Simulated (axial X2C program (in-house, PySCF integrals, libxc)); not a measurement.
Worked dissociation energy of BiS⁺: M06, without spin–orbit coupling

All values were computed with an axial X2C code built on PySCF integrals. Spin-free means the one-electron spin-free X2C Hamiltonian. Basis: Bi dyall-cv3z [12s14p10d6f1g], S dyall-av3z [9s8p3d2f] (cores contracted in-house); Gaussian nuclei, density fitting, unrestricted open shells. Masses: Bi 208.980 u, S 31.972 u.

Molecular state: M_S = 0, Λ = 0 (closed shell).

| Property | Result |
| --- | --- |
| E(Bi+) (2M_S = 2, M_L = 1) | -21535.546109 hartree |
| E(S) (2M_S = 2, M_L = 1) | -399.201846 hartree |
| E(BiS⁺) at Re | -21934.928504 hartree |
| ωe | 506.8 cm⁻¹ |
| ωexe | 1.05 cm⁻¹ |

Problem. Work out De and D0.

Solution. De = -21535.546109 + (-399.201846) − (-21934.928504) = 0.18055 hartree = 4.913 eV. The zero-point energy is ωe/2 − ωexe/4 = 253 cm⁻¹ = 0.031 eV, so D0 = 4.882 eV.

The state is a single determinant with fixed occupations, the lowest that a limited PBE0 search found. Closed shells are restricted here (equal orbitals for both partners); the stretched side of such a curve lies too high. Dissociation energies refer to the lowest single-determinant-based atoms at the same level and basis. Without a current term, density functionals place determinants with orbital angular momentum somewhat too high. Spin-free De lacks the spin–orbit lowering of the heavy p-block atom, a tenth of an eV or more for 4p and 5p, up to an eV for 6p and one to two eV for 7p atoms, less what an open-shell molecule gains itself.

Each atomic determinant is the lowest at this level and need not be a pure term. Totals compare only within one Hamiltonian and basis.
